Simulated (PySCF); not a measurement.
## Ionisation energy of Mo³¹⁺ by level of theory

Mo³¹⁺ [Ne] 3s1 (2S) → Mo³²⁺ [Ne] (1S), as a difference of total energies. Computed with PySCF 2.14 in an even-tempered Gaussian basis (16 s from 4.4 bohr⁻², ratio 2.5; 10 p from 5.7 bohr⁻², ratio 2.5; 4 d from 22 bohr⁻², ratio 2.7; 4 f from 32 bohr⁻², ratio 2.7), with the non-relativistic Hamiltonian (point nucleus). Correlated levels: outer shells: 1s2 frozen; virtual orbitals above 40 to 60 times the deepest correlated orbital energy dropped. The calculations carry no spin-orbit coupling.

| method | ionisation energy (eV) |
| --- | --- |
| UHF | 1751.1 |
| MP2 (outer shells) | 1751.8 |
| SCS-MP2 (outer shells) | 1751.6 |
| CCSD (outer shells) | 1751.8 |
| CCSD(T) (outer shells) | 1751.8 |

The gap to the reference is mostly relativistic.

For comparison: 1790.93 ± 0.06 eV (semi-empirical (NIST evaluation); NIST Atomic Spectra Database, ionization energies).
